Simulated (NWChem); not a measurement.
System: C₂H₅BO₃; SMILES CC1OB(O)O1

Parts of the log:

```
             Northwest Computational Chemistry Package (NWChem) 7.3.0
             --------------------------------------------------------

                             Geometry "geometry" -> ""
                             -------------------------

 Output coordinates in angstroms (scale by  1.889725989 to convert to a.u.)

  No.       Tag          Charge          X              Y              Z
 ---- ---------------- ---------- -------------- -------------- --------------
    1 C                    6.0000    -0.00948400    -2.04190200    -0.51388100
    2 C                    6.0000     0.00971400    -0.89500100     0.45037500
    3 O                    8.0000    -1.03065600     0.06275900     0.22898600
    4 B                    5.0000     0.03022900     0.93166200     0.01925600
    5 O                    8.0000     0.06703500     2.23883700    -0.27910600
    6 O                    8.0000     1.06489100     0.03814400     0.21777800
    7 H                    1.0000     0.87799700    -2.67332100    -0.36268500
    8 H                    1.0000    -0.90970700    -2.65285300    -0.35412800
    9 H                    1.0000    -0.00890400    -1.66425600    -1.54625600
   10 H                    1.0000     0.01024900    -1.22813600     1.50351800
   11 H                    1.0000    -0.81185800     2.62323400    -0.35642500

 Effective nuclear repulsion energy (a.u.)     235.7875665734

  xc_inp: hfexch multiplicative factor not found.

                                 NWChem DFT Module
                                 -----------------

 Summary of "ao basis" -> "ao basis" (spherical)
 ------------------------------------------------------------------------------
       Tag                 Description            Shells   Functions and Types
 ---------------- ------------------------------  ------  ---------------------
 C                           6-31g*                  6       14   3s2p1d
 O                           6-31g*                  6       14   3s2p1d
 B                           6-31g*                  6       14   3s2p1d
 H                           6-31g*                  2        2   2s

            General Information
            -------------------
          SCF calculation type: DFT
          Wavefunction type:  closed shell.
          No. of atoms     :    11
          No. of electrons :    46
           Alpha electrons :    23
            Beta electrons :    23
          Charge           :     0
          Spin multiplicity:     1
          Use of symmetry is: off; symmetry adaption is: off
          Maximum number of iterations: 150
          AO basis - number of functions:    94
                     number of shells:    46
          Convergence on energy requested:  1.00D-06
          Convergence on density requested:  1.00D-05
          Convergence on gradient requested:  5.00D-04

              XC Information
              --------------
                     Hartree-Fock (Exact) Exchange  1.000

      Superposition of Atomic Density Guess
      -------------------------------------

 Sum of atomic energies:        -326.60081618

      Non-variational initial energy
      ------------------------------

 Total energy =    -329.830720
 1-e energy   =    -913.658647
 2-e energy   =     348.040360
 HOMO         =      -0.355950
 LUMO         =       0.117735

     ---------------------------------------------
      Total Density - Mulliken Population Analysis
     ---------------------------------------------

[...]

                     NWChem Electrostatic Potential Fit Module
                     -----------------------------------------

 Atom parameters

 Number of atoms is                                   11
 Number of basis functions is                         94

 Grid parameters

 Maximum number of grid points is                  41061
 Number of grid points is                          41060
 Grid range                                     0.300000 nm
 Grid spacing                                   0.020000 nm
 Probe radius                                   0.070000 nm
 Atom radius factor                             1.000000

 Atomic radii

    1    0.100000
    5    0.158000
    6    0.147000
    8    0.136000
 FASTESP  F
  using M.O. file = ./job.movecs

    Atom              Coordinates                           Charge

                                                  ESP

    1 C    -0.000948   -0.204190   -0.051388   -0.276208
    2 C     0.000971   -0.089500    0.045038    0.817269
    3 O    -0.103066    0.006276    0.022899   -0.738057
    4 B     0.003023    0.093166    0.001926    1.029326
    5 O     0.006704    0.223884   -0.027911   -0.745842
    6 O     0.106489    0.003814    0.021778   -0.677770
    7 H     0.087800   -0.267332   -0.036269    0.060788
    8 H    -0.090971   -0.265285   -0.035413    0.068005
    9 H    -0.000890   -0.166426   -0.154626    0.079888
   10 H     0.001025   -0.122814    0.150352   -0.063571
   11 H    -0.081186    0.262323   -0.035643    0.446173
                                            ------------
                                                0.000000

 Dipole moment                                  0.727598

 Quadrupole moment Qxx                        -12.124604
                   Qyy                         10.463749
                   Qzz                          1.660855

 RMS deviation kJ/mol                           0.047901

 RRMS %                                        19.282557
```

Level: Hartree-Fock/6-31G* (spherical d). Geometry: optimised at PBE0/def2-SVP.

Problem. Write an input that gives this output.

Solution. This is not unique; one that fits is the input that was run:
```
start job
memory heap 200 mb stack 900 mb global 1100 mb
geometry units angstroms noautosym nocenter noautoz
  C     -0.009484    -2.041902    -0.513881
  C      0.009714    -0.895001     0.450375
  O     -1.030656     0.062759     0.228986
  B      0.030229     0.931662     0.019256
  O      0.067035     2.238837    -0.279106
  O      1.064891     0.038144     0.217778
  H      0.877997    -2.673321    -0.362685
  H     -0.909707    -2.652853    -0.354128
  H     -0.008904    -1.664256    -1.546256
  H      0.010249    -1.228136     1.503518
  H     -0.811858     2.623234    -0.356425
end
basis spherical
  * library 6-31g*
end
dft
  xc hfexch
  iterations 150
  mulliken
end
task dft energy
esp
  recalculate
  probe 0.07
  range 0.3
  factor 1.0
  spacing 0.02
end
task esp
```
